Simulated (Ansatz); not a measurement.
Reaction (redistribution): `B[SiH2]C(O)F` + `[CH3][GeH2][F]` → `OC(F)[SiH3]` + `[BH2][GeH]([CH3])[F]`

Calculated with Ansatz (gas phase, PBE0-D4/def2-TZVP geometries, no zero-point term in ΔE). CCSD(T)/CBS adds triple-zeta CCSD(T) − MP2 to the extrapolated MP2 energy (def2 sets, frozen cores). Functionals use def2-TZVPP. For Ge outer-core shells are correlated without core-valence functions, which leaves a few kJ/mol of doubt a bond. Scalar relativity is left out up to krypton. One conformer a species, not always the lowest.

| level | ΔE (kJ/mol) |
| --- | --- |
| PBE-D4 | -3.2 |
| r2SCAN | -4.2 |
| HF/CBS(def2) | -4.8 |
| CCSD/CBS(def2) | -7.8 |

(1) What does CCSD(T)/CBS give? (An estimate is asked.)

Largest T1 diagnostic among the species: 0.012.

Answers

(1) The calculation gave: -7.8 kJ/mol. The listed levels differ from it by 4.6, 3.6, 3.0, 0.0 kJ/mol.
